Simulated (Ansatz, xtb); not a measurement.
## Relaxing a trial structure of F2Ge2H+

The starting geometry of this gas-phase singlet has its atoms placed at random.

```xyz
5

F     0.9232    0.5713   -1.1819
F    -1.6247    0.3960    1.0302
Ge    1.6323    0.3565    0.9779
Ge   -0.4392   -0.1797   -0.8350
H     0.9267   -0.4406   -1.2146
```

One run relaxed it with r2SCAN-D4/def2-SVP. What is a likely outcome?

It ends as a structure with F1 bridging Ge4 and Ge3, F2 bridging Ge3 and Ge4, H5 bridging Ge3 and Ge4, given below by its coordinates. Distances that change by over a tenth: F1–Ge4 (1.59 → 1.97 Å), Ge4–H5 (1.44 → 1.80 Å). Contacts that open: F1–H5 (1.01 → 2.32 Å). Contacts that close: F1–Ge3 (2.28 → 1.97 Å), F2–Ge3 (3.26 → 1.97 Å), F2–Ge4 (2.28 → 1.97 Å), Ge3–Ge4 (2.80 → 2.70 Å), Ge3–H5 (2.44 → 1.80 Å).

The energy falls by 10.30 eV over 14 steps:

```tsv
step	E − E(last) (eV)
1	10.295
2	6.562
4	3.542
5	2.987
7	2.262
8	1.470
10	0.148
11	0.017
13	0.000
14	0.000
```

Final geometry (Å):

```yaml
atoms:
  - { symbol: F, position_ang: [0.5870, 1.1747, -1.1283] }
  - { symbol: F, position_ang: [-0.6639, 0.3844, 0.7477] }
  - { symbol: Ge, position_ang: [1.2970, 0.4895, 0.5779] }
  - { symbol: Ge, position_ang: [-0.6559, -0.3542, -1.0797] }
  - { symbol: H, position_ang: [0.8540, -0.9907, -0.3409] }
```

From the same start GFN2-xTB ends elsewhere, differing in F1–Ge3 (4.55 against 1.97 Å here), Ge3–Ge4 (4.23 against 2.70 Å here), Ge4–H5 (4.38 against 1.80 Å here).

From so rough a start the end depends on the optimiser's path, so another program may land elsewhere. No frequencies were run, so the end isn't proven a minimum. Run with Ansatz 0.2.0, 28 s on 2 threads of Intel(R) Xeon(R) Platinum 8259CL CPU @ 2.50GHz (Skylake/Cascade Lake), on a shared host.
